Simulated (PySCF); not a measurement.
Running PySCF for Cl3NbO

File input.py (PySCF 2.14):

```python
from pyscf import gto, scf

mol = gto.M(
    atom='Nb -0.1719 0 0.1241; O -1.5493 0 1.1183; Cl -0.2546 1.8973 -1.1672; Cl -0.2546 -1.8973 -1.1672; Cl 1.6688 0 1.4974',
    basis='lanl2dz',
    ecp={'Nb': 'lanl2dz', 'Cl': 'lanl2dz'},
    charge=0,
    spin=0,
    verbose=4,
)
mf = scf.RHF(mol)
mf.kernel()
mf.stability(internal=True, external=True)
mf.dip_moment()
print('orbital energies (hartree):', mf.mo_energy[..., max(0, mol.nelec[1]-3):mol.nelec[0]+3].round(4))
```

```bash
$ OMP_NUM_THREADS=1 python input.py
```

Output (some set-up lines and the per-cycle HOMO/LUMO lines with their warnings removed):

```
PySCF version 2.14.0

[INPUT] Symbol           X                Y                Z      unit          X                Y                Z       unit  Magmom
[INPUT]  1 Nb    -0.171900000000   0.000000000000   0.124100000000 AA   -0.324843920813   0.000000000000   0.234515012059 Bohr   0.0
[INPUT]  2 O     -1.549300000000   0.000000000000   1.118300000000 AA   -2.927752684789   0.000000000000   2.113280725101 Bohr   0.0
[INPUT]  3 Cl    -0.254600000000   1.897300000000  -1.167200000000 AA   -0.481124271314   3.585377376137  -2.205688332592 Bohr   0.0
[INPUT]  4 Cl    -0.254600000000  -1.897300000000  -1.167200000000 AA   -0.481124271314  -3.585377376137  -2.205688332592 Bohr   0.0
[INPUT]  5 Cl     1.668800000000   0.000000000000   1.497400000000 AA    3.153574956674   0.000000000000   2.829675898924 Bohr   0.0

nuclear repulsion = 143.239263992274
number of shells = 24
number of NR pGTOs = 104
number of NR cGTOs = 55
basis = lanl2dz
ecp = {'Nb': 'lanl2dz', 'Cl': 'lanl2dz'}

******** <class 'pyscf.scf.hf.RHF'> ********
method = RHF
initial guess = minao
damping factor = 0
level_shift factor = 0
DIIS = <class 'pyscf.scf.diis.CDIIS'>
SCF conv_tol = 1e-09
SCF max_cycles = 50
Initial guess from minao.
init E= -170.325306180495
cycle= 1 E= -173.720044080509  delta_E= -3.39  |g|= 1.64  |ddm|= 6.22
cycle= 2 E= -169.670363982999  delta_E= 4.05  |g|= 4.18  |ddm|= 4.42
cycle= 3 E= -174.841373760584  delta_E= -5.17  |g|= 0.142  |ddm|= 3.14
cycle= 4 E= -174.847687228584  delta_E= -0.00631  |g|= 0.0738  |ddm|= 0.225
cycle= 5 E= -174.84926939002  delta_E= -0.00158  |g|= 0.0166  |ddm|= 0.0818
cycle= 6 E= -174.849464947502  delta_E= -0.000196  |g|= 0.00532  |ddm|= 0.0291
cycle= 7 E= -174.84950220365  delta_E= -3.73e-05  |g|= 0.00235  |ddm|= 0.0145
cycle= 8 E= -174.849510482569  delta_E= -8.28e-06  |g|= 0.00109  |ddm|= 0.00848
cycle= 9 E= -174.849511394403  delta_E= -9.12e-07  |g|= 0.000383  |ddm|= 0.00264
cycle= 10 E= -174.849511559023  delta_E= -1.65e-07  |g|= 9.39e-05  |ddm|= 0.00124
cycle= 11 E= -174.849511574576  delta_E= -1.56e-08  |g|= 2.11e-05  |ddm|= 0.00043
cycle= 12 E= -174.849511575288  delta_E= -7.11e-10  |g|= 7.9e-06  |ddm|= 9.71e-05
Extra cycle  E= -174.84951157532  delta_E= -3.23e-11  |g|= 8.69e-06  |ddm|= 1.52e-05
converged SCF energy = -174.84951157532
rhf_internal: lowest eigs of H = [0.61742951 0.61744126 0.72309034]
<class 'pyscf.scf.hf.RHF'> wavefunction is stable in the internal stability analysis
rhf_real2complex: lowest eigs of H = [0.12221376 0.15302336 0.15302542]
<class 'pyscf.scf.hf.RHF'> wavefunction is stable in the real -> complex stability analysis
rhf_external: lowest eigs of H = [0.01315553 0.07503723 0.07503846]
<class 'pyscf.scf.hf.RHF'> wavefunction is stable in the RHF/RKS -> UHF/UKS stability analysis
Dipole moment(X, Y, Z, Debye):  0.62801,  0.00000, -0.45328
orbital energies (hartree): [-0.5069 -0.5069 -0.4989 -0.0587 -0.0587  0.004 ]
```

In short: E(SCF) = -174.849512 Eh, 12 cycles, μ(SCF) = 0.77 D, internal stable; real -> complex stable; RHF/RKS -> UHF/UKS stable.

It ran on Arm Neoverse N1 (1 thread, shared host) in 3.1 s.
